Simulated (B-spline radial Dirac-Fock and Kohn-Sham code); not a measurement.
## X-ray form factors of samarium in several charge states

Calculated with a radial B-spline solver, using configuration-average Dirac-Fock orbitals.

Configurations: Sm¹⁴⁺ [Kr] 4d10 4f1 5s1; Sm¹⁵⁺ [Kr] 4d10 4f1; Sm¹⁶⁺ [Kr] 4d10. The first column is f₀ of Sm¹⁴⁺, the others are differences from it.

```tsv
s (Å⁻¹)	Sm¹⁴⁺	Δ Sm¹⁵⁺	Δ Sm¹⁶⁺
0	48.000	-1.000	-2.000
0.05	47.798	-0.972	-1.959
0.1	47.201	-0.891	-1.842
0.15	46.240	-0.768	-1.660
0.2	44.960	-0.618	-1.433
0.25	43.419	-0.456	-1.182
0.3	41.681	-0.301	-0.929
0.35	39.809	-0.164	-0.692
0.4	37.864	-0.055	-0.484
0.45	35.900	+0.023	-0.313
0.5	33.962	+0.070	-0.181
0.6	30.298	+0.089	-0.027
0.7	27.059	+0.051	+0.024
0.8	24.317	+0.003	+0.023
0.9	22.065	-0.030	+0.009
1	20.248	-0.042	0.000
1.1	18.784	-0.037	-0.001
1.2	17.586	-0.024	+0.005
1.4	15.681	+0.001	+0.023
1.6	14.075	+0.010	+0.032
```
